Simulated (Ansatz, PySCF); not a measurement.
Sn(Cl)2 anion (Cl2Sn), SMILES [Cl][Sn][Cl] (connectivity only; charge and spin as stated), charge -1, multiplicity 2. Atoms are numbered in the order given.

```xyz
3

Sn     0.0000     0.0000     0.6706
Cl     0.0000    -1.9384    -0.9824
Cl     0.0000     1.9384    -0.9824
```
Charge -1, spin multiplicity 2.

Geometry: PBE0-D3(BJ)/def2-SVPD. The multiplicity is an assumed one; other spin states were not compared. The isomer is the one that the SMILES or the coordinates give; other isomers of the formula were not compared. The def2 effective core potentials stand for the cores of Sn; spin–orbit coupling is left out.

Two levels are set side by side: PBE-D3(BJ)/def2-SVPD (Ansatz, an electronic-structure program) and PBE0-D3(BJ)/def2-SVPD (Ansatz). Each level has its own optimised geometry; the coordinates shown are those of the second. Frequencies come from the Hessian of PySCF at each geometry. Differences are taken from unrounded values.

```
quantity                            PBE0-D3(BJ)
----------------------------------  -----------
mean bond length (Å)                      2.548
bond Sn1–Cl2 (Å)                          2.548
bond Sn1–Cl3 (Å)                          2.548
highest harmonic wavenumber (cm⁻¹)          270
mean harmonic wavenumber (cm⁻¹)             202
zero-point energy (kcal/mol)               0.87
```

What does PBE-D3(BJ) give, and how far is it from PBE0-D3(BJ)? (The exact figures need the calculation; the answer reports its results.)


| quantity | PBE-D3(BJ) | PBE-D3(BJ) minus PBE0-D3(BJ) |
|---|---|---|
| mean bond length (Å) | 2.575 | 0.027 |
| bond Sn1–Cl2 (Å) | 2.575 | 0.027 |
| bond Sn1–Cl3 (Å) | 2.575 | 0.027 |
| highest harmonic wavenumber (cm⁻¹) | 258 | -12 |
| mean harmonic wavenumber (cm⁻¹) | 192 | -10 |
| zero-point energy (kcal/mol) | 0.82 | -0.04 |

Exact exchange shortens and stiffens bonds; PBE has none. Differences between two approximate levels are no errors against the true value.
